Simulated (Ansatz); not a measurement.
`B[Si](F)(F)[SiH3]` + HBr → `BBr` + `F[SiH](F)[SiH3]` at 700 K and 1 bar (cleavage of the B–Si bond).

Isolated molecules relaxed with PBE0-D4/def2-TZVP in Ansatz; ΔE leaves out vibrations. CCSD(T)/CBS is the MP2 limit (def2-TZVPP, def2-QZVPP) plus CCSD(T) − MP2 in def2-TZVPP, frozen cores. For Br outer-core shells are correlated without core-valence functions, which leaves a few kJ/mol of doubt a bond. Scalar relativity is left out up to krypton.

```json
{"species": "`B[Si](F)(F)[SiH3]`", "CCSD(T)/CBS energy (Eh)": "-805.62947", "H − E (kJ/mol)": "221.9", "S (J/(mol·K))": "509.1"}
{"species": "HBr", "CCSD(T)/CBS energy (Eh)": "-2573.91920", "H − E (kJ/mol)": "36.5", "S (J/(mol·K))": "223.7"}
{"species": "`BBr`", "CCSD(T)/CBS energy (Eh)": "-2599.32470", "H − E (kJ/mol)": "85.7", "S (J/(mol·K))": "289.3"}
{"species": "`F[SiH](F)[SiH3]`", "CCSD(T)/CBS energy (Eh)": "-780.26920", "H − E (kJ/mol)": "171.8", "S (J/(mol·K))": "433.7"}
```

H − E and S are ideal-gas, rigid-rotor, harmonic terms from PBE0-D4/def2-TZVP. 1 Eh = 2625.50 kJ/mol, R = 8.31446 J/(mol·K).

Q: By hand: ΔE, ΔH, ΔS and ΔG.

A: ΔE = (-2599.32470) + (-780.26920) − (-805.62947) − (-2573.91920) = -0.04523 Eh = -118.8 kJ/mol. Δ(H − E) = 85.7 + 171.8 − 221.9 − 36.5 = -0.9, so ΔH = -119.7 kJ/mol. ΔS = 289.3 + 433.7 − 509.1 − 223.7 = -9.8 J/(mol·K). ΔG = -119.7 − 700 × (-9.8)/1000 = -112.8 kJ/mol.

Q: By hand: the equilibrium constant, and the temperature at which ΔG would vanish if ΔH and ΔS stayed fixed.

A: log₁₀ K = −ΔG/(RT ln 10) = 8.4. ΔG = 0 at ΔH/ΔS = 12214 K, far beyond where these terms or the molecules hold.

The number of gas molecules stays the same, so ΔS is small and ΔH decides. A doubt of 5 kJ/mol in ΔE shifts log₁₀ K by 0.4 here. These are equilibria of isolated gas molecules and say nothing of rates. Largest T1 diagnostic: 0.013 (customary marks: 0.02 for closed shells, 0.045 for open ones).
